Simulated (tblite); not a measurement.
C4H6N4Si.
Geometry (GFN2-xTB, Å), atoms numbered from 1 in this order:
```
atom  x, y, z in Å
C1     2.7992   -0.1613    0.1012
N2     1.3921    0.0778    0.0075
N3     0.5019   -0.8746    0.1604
C4    -0.6820   -0.2912    0.0331
Si5   -2.3170   -1.2032    0.1576
C6    -0.4228    1.0828   -0.2077
C7    -1.3651    2.0995   -0.4139
N8    -2.1710    2.8982   -0.5785
N9     0.8977    1.2650   -0.2141
H10    3.0055   -1.1708   -0.2493
H11    3.1318   -0.0665    1.1372
H12    3.3195    0.5729   -0.5104
H13   -3.0149   -1.0126   -1.1147
H14   -2.0124   -2.6076    0.4090
H15   -3.0669   -0.6005    1.2607
```

Computed with GFN2-xTB (tblite): harmonic, unscaled wavenumbers at the GFN2-xTB geometry, gas phase. This tight-binding method is rough: wavenumbers can miss measured ones by several per cent, in bad cases by 10 to 20. Modes of hydrogen on silicon can be 10 to 20 % off. The optimisation stopped once no atom felt more than 0.01 eV/Å.

Lowest wavenumbers of the output (negative numbers stand for imaginary wavenumbers):
```
mode    cm-1
  1     -29.9
  2      36.5
  3      93.6
  4     124.8
  5     147.1
  6     171.1
  7     261.9
  8     340.7
  9     435.7
 10     479.3
```

Question: Is this structure a minimum?

Answer: Not by this Hessian. 1 mode is imaginary beyond 20i (30i cm⁻¹), so at this level the point lies at or near a first-order saddle. The curvature is small, so loose convergence or finite differences may be the whole cause.

Question: Which atoms move in the imaginary mode?

Answer: 30i: H10 (methyl hydrogen) 34 %, H12 (methyl hydrogen) 33 %, H11 (methyl hydrogen) 32 %. These are shares of the mass-weighted motion.

Question: What is the remedy?

Answer: Step along that mode in both directions, optimise again with tighter thresholds and repeat the frequencies. The zero-point energy of this point (60.9 kcal/mol) counts the 38 real modes alone, and thermal corrections from it aren't those of a minimum.

On one thread, Arm Neoverse V2 (aarch64), no GPU, on a shared host, this took 0.46 s wall. The figure is for the frequency step alone.
